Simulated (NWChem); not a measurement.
Everything below was run with NWChem. System: I₂, charge 0, spin multiplicity 1, at the geometry of a parent with another charge or spin, in a state set for the comparison that need not be this species' ground state. Level: B2PLYP/def2-TZVPD with def2 effective core potentials on I, 8 core orbitals frozen.

The NWChem input:

```
start mol
memory heap 200 mb stack 900 mb global 1100 mb
geometry units angstroms nocenter noautoz
  I      0.000000     0.000000     1.689068
  I      0.000000     0.000000    -1.689068
  symmetry group D2h
end
basis spherical
  * library def2-tzvpd
end
ecp
  I library def2-ecp
end
dft
  xc hfexch 0.53 becke88 0.47 lyp 0.73 mp2 0.27
  dftmp2
  semidirect memsize 60000000 filesize 0
  iterations 100
end
mp2
  freeze core 8
end
task dft energy
```

NWChem printed:

```
             Northwest Computational Chemistry Package (NWChem) 7.3.0
             --------------------------------------------------------

                                NWChem Input Module
                                -------------------

 Scaling coordinates for geometry "geometry" by  1.889725989
 (inverse scale =  0.529177249)

 Turning off AUTOSYM since
 SYMMETRY directive was detected!

                             Geometry "geometry" -> ""
                             -------------------------

 Output coordinates in angstroms (scale by  1.889725989 to convert to a.u.)

  No.       Tag          Charge          X              Y              Z
 ---- ---------------- ---------- -------------- -------------- --------------
    1 I                   53.0000     0.00000000     0.00000000     1.68906800
    2 I                   53.0000     0.00000000     0.00000000    -1.68906800

 Effective nuclear repulsion energy (a.u.)     440.0234012012

            Nuclear Dipole moment (a.u.)
            ----------------------------
        X                 Y               Z
 ---------------- ---------------- ----------------
     0.0000000000     0.0000000000     0.0000000000

      Symmetry information
      --------------------

 Group name             D2h
 Group number             26
 Group order               8
 No. of unique centers     1

      Symmetry unique atoms

     1


 Summary of "ao basis" -> "" (spherical)
 ------------------------------------------------------------------------------
       Tag                 Description            Shells   Functions and Types
 ---------------- ------------------------------  ------  ---------------------
 *                         def2-tzvpd                 on all atoms

 Summary of "ao basis" -> "ao basis" (spherical)
 ------------------------------------------------------------------------------
       Tag                 Description            Shells   Functions and Types
 ---------------- ------------------------------  ------  ---------------------
 I                         def2-tzvpd               19       59   7s6p4d2f

 Summary of "ao basis" -> "ao basis" (spherical)
 ------------------------------------------------------------------------------
       Tag                 Description            Shells   Functions and Types
 ---------------- ------------------------------  ------  ---------------------
 I                         def2-tzvpd               19       59   7s6p4d2f

      Symmetry analysis of basis
      --------------------------

        ag         25
        au          6
        b1g         6
        b1u        25
        b2g        14
        b2u        14
        b3g        14
        b3u        14

            General Information
            -------------------
          SCF calculation type: DFT
          Wavefunction type:  closed shell.
          No. of atoms     :     2
          No. of electrons :    50
           Alpha electrons :    25
            Beta electrons :    25
          Charge           :     0
          Spin multiplicity:     1
          Use of symmetry is: on ; symmetry adaption is: on
          Maximum number of iterations: 100
          AO basis - number of functions:   118
                     number of shells:    38
          Convergence on energy requested:  1.00D-06
          Convergence on density requested:  1.00D-05
          Convergence on gradient requested:  5.00D-04

              XC Information
              --------------
                     Hartree-Fock (Exact) Exchange  0.530
[...]
              MO Center=  9.8D-34,  1.3D-17, -1.4D-16, r^2= 5.0D+00
   Bfn.  Coefficient  Atom+Function         Bfn.  Coefficient  Atom+Function
  ----- ------------  ---------------      ----- ------------  ---------------
    18      0.405040  1 I  py                77     -0.405040  2 I  py
    12     -0.336448  1 I  py                71      0.336448  2 I  py
    15      0.274727  1 I  py                74     -0.274727  2 I  py
    21      0.190710  1 I  py                80     -0.190710  2 I  py
     9     -0.042713  1 I  py                68      0.042713  2 I  py

 Vector   26  Occ=0.000000D+00  E=-1.761054D-01  Symmetry=b1u
              MO Center=  1.8D-31,  1.3D-31,  1.3D-16, r^2= 5.7D+00
   Bfn.  Coefficient  Atom+Function         Bfn.  Coefficient  Atom+Function
  ----- ------------  ---------------      ----- ------------  ---------------
    19      0.415615  1 I  pz                78      0.415615  2 I  pz
    13     -0.340604  1 I  pz                72     -0.340604  2 I  pz
    16      0.275548  1 I  pz                75      0.275548  2 I  pz
    22      0.241919  1 I  pz                81      0.241919  2 I  pz
     5     -0.104750  1 I  s                 64      0.104750  2 I  s

 Vector   27  Occ=0.000000D+00  E= 2.363292D-02  Symmetry=b1u
              MO Center=  3.9D-32,  9.2D-32, -4.7D-17, r^2= 3.0D+01
   Bfn.  Coefficient  Atom+Function         Bfn.  Coefficient  Atom+Function
  ----- ------------  ---------------      ----- ------------  ---------------
    25      1.070145  1 I  pz                84      1.070145  2 I  pz
     7     -0.908879  1 I  s                 66      0.908879  2 I  s
    43     -0.165055  1 I  d  0             102      0.165055  2 I  d  0
     5     -0.144558  1 I  s                 64      0.144558  2 I  s
    19     -0.131210  1 I  pz                78     -0.131210  2 I  pz

 Vector   28  Occ=0.000000D+00  E= 3.699965D-02  Symmetry=ag
              MO Center=  4.3D-15,  1.9D-15,  4.2D-14, r^2= 2.0D+01
   Bfn.  Coefficient  Atom+Function         Bfn.  Coefficient  Atom+Function
  ----- ------------  ---------------      ----- ------------  ---------------
     7      1.151290  1 I  s                 66      1.151290  2 I  s
     6     -0.710591  1 I  s                 65     -0.710591  2 I  s
    25      0.655572  1 I  pz                84     -0.655572  2 I  pz
     3      0.144803  1 I  s                 62      0.144803  2 I  s
    43     -0.132734  1 I  d  0             102     -0.132734  2 I  d  0

 center of mass
 --------------
 x =   0.00000000 y =   0.00000000 z =   0.00000000

 moments of inertia (a.u.)
 ------------------
        2585.740433006102           0.000000000000           0.000000000000
           0.000000000000        2585.740433006102           0.000000000000
           0.000000000000           0.000000000000           0.000000000000

     Multipole analysis of the density
     ---------------------------------

     L   x y z        total         alpha         beta         nuclear
     -   - - -        -----         -----         ----         -------
     0   0 0 0     -0.000000    -25.000000    -25.000000     50.000000

     1   1 0 0     -0.000000     -0.000000     -0.000000      0.000000
     1   0 1 0     -0.000000     -0.000000     -0.000000      0.000000
     1   0 0 1      0.000000      0.000000      0.000000      0.000000

     2   2 0 0    -41.415088    -20.707544    -20.707544      0.000000
     2   1 1 0      0.000000      0.000000      0.000000      0.000000
     2   1 0 1      0.000000      0.000000      0.000000      0.000000
     2   0 2 0    -41.415088    -20.707544    -20.707544      0.000000
     2   0 1 1      0.000000      0.000000      0.000000      0.000000
     2   0 0 2    -34.221343   -271.812433   -271.812433    509.403523

                   NWChem MP2 Semi-direct Energy/Gradient Module
                   ---------------------------------------------

  Basis functions       =    118
  Molecular orbitals    =    118
  Frozen core           =      8
  Frozen virtuals       =      0
  Active alpha occupied =     17
  Active beta occupied  =     17
  Active alpha virtual  =     93
  Active beta virtual   =     93
  Use MO symmetry       = T
  Use skeleton AO sym   = T

  AO/Fock/Back tols     =   1.0D-09  1.0D-09  1.0D-09

 GA uses MA = F    GA memory limited = T

 Available:
  local mem=  4.43D+07
 global mem=  1.44D+08
 local disk=  0.00D+00
  mp2_memr nvloc                    93
  nvloc new                    93
   1 passes of  17:        5242880                     107423                  35592900.
   1 passes of  17: M     44310871           G      144151352           F      39067991.

 Semi-direct pass number   1 of   1  for RHF alpha+beta  at        2.9s
  vrange nnbf                  6617
  mp2_eaftype                   135  avail_ma_in_mb                   386
 EAF : mp2_eaftype filesize         135   17796450.
  mp2_eaf for mointskh                    135
Node 0 wrote     83.7 Mb in      0.1 s     Agg I/O rate:  1347.7 Mb/s
 Done moints_semi at        7.6s
  mp2_eaftype                   135  avail_ma_in_mb                   386
 EAF : mp2_eaftype filesize         135   17796450.
  mp2_eaf for kh                   135
 Done maket at        7.9s
 Done multipass loop at        7.9s

          -------------------------------------------
          DFT energy                    -594.746080735142
          Unscaled MP2 energy             -1.151853510132
          Total DFT+MP2 energy          -595.057081182878
          -------------------------------------------

 -----------------------
 Performance information
 -----------------------

 Timer overhead =  1.28D-07 seconds/call

               Nr. of calls         CPU time (s)                 Wall time (s)                GFlops
             ---------------    -------------------     ------------------------------   -------------------
Name         Min   Avg   Max    Min     Avg     Max     Min     Avg     Max   Mx/calls   Min     Max     Sum
mp2: moin     1     1     1    4.7     4.7     4.7      4.7     4.7     4.7     4.7      0.0     0.0     0.0
mp2: make     1     1     1   0.26    0.26    0.26     0.26    0.26    0.26    0.26      0.0     0.0     0.0
mp2: tota     1     1     1    5.1     5.1     5.1      5.1     5.1     5.1     5.1      0.0     0.0     0.0

 The average no. of pstat calls per process was 3.00D+00
 with a timing overhead of 3.83D-07s

 Task  times  cpu:        7.9s     wall:        7.9s

 Total times  cpu:        7.9s     wall:        7.9s
```
